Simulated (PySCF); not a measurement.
Isomers of C6H13NO, one conformer each; single-point electronic energies without zero-point terms and without any empirical dispersion term.

Computed with PySCF at wB97X-D/def2-SVPD, non-relativistic, each on one gas-phase PBE0-D3(BJ)/def2-SVP geometry that isn't relaxed in the solvent. The solvent is an IEF-PCM continuum (Bondi radii, 1.10 Å for H, scaled by 1.2). Specific hydrogen bonds and non-electrostatic terms are outside this model.

```tsv
isomer	relative energy, gas (kcal/mol)	dipole (D)
`NC(=O)[C@H](CCC)C`	0.0	3.68
`CC(C)(C)N(C)C=O`	16.9	4.50
`CO/C=C(/C)[C@@H](C)N`	44.2	1.83
```

Problem. How do the relative energies look in cyclohexane (ε = 2.017)?

Solution. 
```csv
isomer,"relative energy, solvent (kcal/mol)",E(solvent) − E(gas) (kcal/mol),dipole in solvent (D)
`NC(=O)[C@H](CCC)C`,0.0,-3.6,4.21
`CC(C)(C)N(C)C=O`,17.4,-3.0,5.06
`CO/C=C(/C)[C@@H](C)N`,45.7,-2.1,2.03
```

The order is unchanged. Conformers: `[CH3:1][CH2:2][CH2:3][C@H:4]([CH3:5])[C:6]([NH2:7])=[O:8]` with C1–C2–C3–C4 180°, C2–C3–C4–C5 -173°, C3–C4–C6–N7 -135°, C4–C6–N7–H 3° and -177°; `[CH3:1][N:2]([CH:3]=[O:4])[C:5]([CH3:6])([CH3:7])[CH3:8]` with C1–N2–C3–O4 0°; `[CH3:1][O:2]/[CH:3]=[C:4](/[CH3:5])[C@@H:6]([CH3:7])[NH2:8]` with C1–O2–C3–C4 158°, C3–C4–C6–C7 108°, C4–C6–N8–H -178° and 65°. `NC(=O)[C@H](CCC)C` gains most from the continuum, while `CC(C)(C)N(C)C=O` has the largest gas-phase dipole. The gains span 1.5 kcal/mol, the gas-phase energies 44.2 kcal/mol.
